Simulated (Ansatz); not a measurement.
`[NH2][Al]([NH2])[F]` + H₂Te → `[NH2][Al]([F])[TeH]` + NH₃ at 600 K and 1 bar (ligand exchange at the Al–N bond).

Isolated molecules relaxed with PBE0-D4/def2-TZVP in Ansatz; ΔE leaves out vibrations. CBS: MP2 limit from def2 TZ/QZ plus the TZ coupled-cluster correction, frozen cores. This one scheme is used for every species. Elements past krypton have def2 core potentials. For Te outer-core shells are correlated without core-valence functions, which leaves a few kJ/mol of doubt a bond. Each species was taken in one conformer, which may not be the lowest.

```
              species  CCSD(T)/CBS energy (Eh)  H − E (kJ/mol)  S (J/(mol·K))
`[NH2][Al]([NH2])[F]`               -453.78851           195.4          394.9
                 H₂Te               -268.91024            52.9          255.0
`[NH2][Al]([F])[TeH]`               -666.20158           147.4          433.0
                  NH₃                -56.50880           112.4          219.5
```

H − E and S are ideal-gas, rigid-rotor, harmonic terms from PBE0-D4/def2-TZVP, for one conformer and one mirror image of each species. 1 Eh = 2625.50 kJ/mol, R = 8.31446 J/(mol·K).

Task: By hand: ΔE, ΔH, ΔS and ΔG.

Result: ΔE = (-666.20158) + (-56.50880) − (-453.78851) − (-268.91024) = -0.01163 Eh = -30.5 kJ/mol. Δ(H − E) = 147.4 + 112.4 − 195.4 − 52.9 = 11.5, so ΔH = -19.0 kJ/mol. ΔS = 433.0 + 219.5 − 394.9 − 255.0 = 2.6 J/(mol·K). ΔG = -19.0 − 600 × (2.6)/1000 = -20.6 kJ/mol.

Task: By hand: the equilibrium constant, and the temperature at which ΔG would vanish if ΔH and ΔS stayed fixed.

Result: log₁₀ K = −ΔG/(RT ln 10) = 1.8. ΔH and −TΔS have one sign here, so there is no such temperature.

The number of gas molecules stays the same, so ΔS is small and ΔH decides. A doubt of 5 kJ/mol in ΔE shifts log₁₀ K by 0.4 here. Other conformers and mirror images would add mixing entropy, several J/(mol·K) or more a flexible species. These are equilibria of isolated gas molecules and say nothing of rates. Largest T1 diagnostic: 0.011 (customary marks: 0.02 for closed shells, 0.045 for open ones).

ΔS is within the doubt of such terms, so its sign, and with it that verdict, could turn.
